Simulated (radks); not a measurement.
Q: Calculated with a radial shooting solver on a logarithmic mesh with Libxc functionals: non-relativistic Kohn-Sham, LB94 model potential, spin-polarised, spherical densities, point nucleus; open shells are filled with parallel spins first. Response by self-consistent Sternheimer equations with the Hartree and adiabatic LDA kernel. Rank Se3+, Se6+, Se, Se5+, Se2+, Se+, Se4+ (NIST ground configurations) by static dipole polarisability, largest first.

A: Se 24.92, Se+ 14.21, Se2+ 9.061, Se3+ 6.246, Se4+ 4.619, Se5+ 2.843, Se6+ 0.3798 bohr^3.
